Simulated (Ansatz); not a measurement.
Geometry optimisation, Ansatz 0.2.0, RKS PBE0-D4/6-31G*.

Input file:

```yaml
crystal:
  periodic: [false, false, false]
  atoms:
    - { symbol: F, position_ang: [-3.1021, 0.1336, 0.6184] }
    - { symbol: B, position_ang: [-1.7372, 0.149, 0.8825] }
    - { symbol: C, position_ang: [-0.8358, 0.238, 2.0442] }
    - { symbol: O, position_ang: [0.4609, 0.1249, 1.3139] }
    - { symbol: C, position_ang: [-0.3645, 0.0113, 0.0838] }
    - { symbol: C, position_ang: [-0.0518, -0.1095, -1.181] }
    - { symbol: Si, position_ang: [1.7361, -0.2452, -1.6989] }
    - { symbol: H, position_ang: [-0.8923, -0.602, 2.749] }
    - { symbol: H, position_ang: [-0.8554, 1.24, 2.6086] }
    - { symbol: H, position_ang: [-0.8293, -0.1706, -1.9046] }
    - { symbol: H, position_ang: [2.55068, -0.15474, -0.49999] }
    - { symbol: H, position_ang: [2.06063, 0.84335, -2.62942] }
    - { symbol: H, position_ang: [1.8937, -1.55124, -2.31036] }
basis:
  gaussian: { orbitals: "6-31G*" }
hamiltonian:
  xc: pbe0
  dispersion: d4
relax:
  f_tol: 0.015
  max_steps: 40
```

Run as:

```bash
$ ansatz run input.yaml --threads 2 --pin off --max-ram 3072MiB --backend cpu --events-out ev --progress --plain --runs-dir out
```

Where does it end, and by what steps?

It converged. After 6 steps the energy has fallen by 0.962 eV; O4 moved furthest, 0.23 Å.

| step | energy less start (eV) | largest force component (eV/Å) | accepted |
| --- | --- | --- | --- |
| 0 | 0.0000 | 4.541 | yes |
| 1 | -0.8129 | 1.536 | yes |
| 2 | -0.9527 | 0.313 | yes |
| 3 | -0.9593 | 0.232 | yes |
| 4 | -0.9619 | 0.030 | yes |
| 5 | -0.9620 | 0.016 | yes |
| 6 | -0.9621 | 0.010 | yes |

```xyz
13
Properties=species:S:1:pos:R:3
F -3.104 0.173 0.666
B -1.812 0.154 0.887
C -0.848 0.252 2.141
O 0.263 0.113 1.197
C -0.507 0.019 0.044
C -0.040 -0.131 -1.204
Si 1.754 -0.253 -1.687
H -0.842 -0.570 2.865
H -0.779 1.204 2.678
H -0.803 -0.185 -1.979
H 2.643 -0.148 -0.502
H 2.099 0.832 -2.653
H 2.010 -1.551 -2.377
```

Whether the end is a true minimum wasn't checked by a vibrational analysis.

Time of the run: 36 s on 2 threads of Arm Neoverse V1, on a shared host, peak memory 0.3 GiB.
